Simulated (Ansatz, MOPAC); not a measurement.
System: Si2H3Cl2, net charge 0, doublet state. SMILES: Cl[SiH][SiH2]Cl

Atoms: Cl1, Si2, Si3, Cl4, H5, H6, H7. Bonds: Cl1-Si2, Si2-Si3, Si2-H5, Si3-Cl4, Si3-H6, Si3-H7.

Bond lengths (Å) and angles (degrees) optimised at AM1 with MOPAC; PM3 with MOPAC; MNDO with MOPAC; HF/6-31G* with Ansatz (an electronic-structure program); B3LYP/LANL2DZ with Ansatz; MP2/6-31G* with Ansatz, each started from the B3LYP-D3(BJ)/def2-TZVP structure (Ansatz) of the last column. A row stands for all coordinates that are equal there; 9 of 15 kinds are shown. 6-31G* holds six Cartesian d functions. No wavenumbers were computed at MNDO, B3LYP/LANL2DZ, MP2/6-31G*, so these may be saddle points.

```csv
coordinate,AM1,PM3,MNDO,HF/6-31G*,B3LYP/LANL2DZ,MP2/6-31G*,B3LYP-D3(BJ)/def2-TZVP
Cl1-Si2,1.994,2.021,2.059,2.080,2.203,2.070,2.079
Si2-Si3,2.423,2.405,2.135,2.348,2.353,2.338,2.344
Si2-H5,1.462,1.484,1.368,1.473,1.487,1.487,1.487
Si3-Cl4,2.057,2.088,2.106,2.076,2.197,2.068,2.073
Si3-H6,1.468,1.487,1.368,1.470,1.480,1.483,1.481
Si3-H7,1.468,1.488,1.368,1.468,1.477,1.481,1.477
Cl1-Si2-Si3,119.7,116.4,117.2,109.1,107.2,109.1,108.4
Si2-Si3-Cl4,112.2,112.6,108.3,107.5,105.9,107.5,106.8
Cl1-Si2-H5,117.3,110.1,111.5,107.8,107.1,108.4,107.5
```

Mean signed difference of all 6 bond lengths from B3LYP-D3(BJ)/def2-TZVP: AM1 -0.011 Å, PM3 0.005 Å, MNDO -0.089 Å, HF/6-31G* -0.004 Å, B3LYP/LANL2DZ 0.043 Å, MP2/6-31G* -0.002 Å.
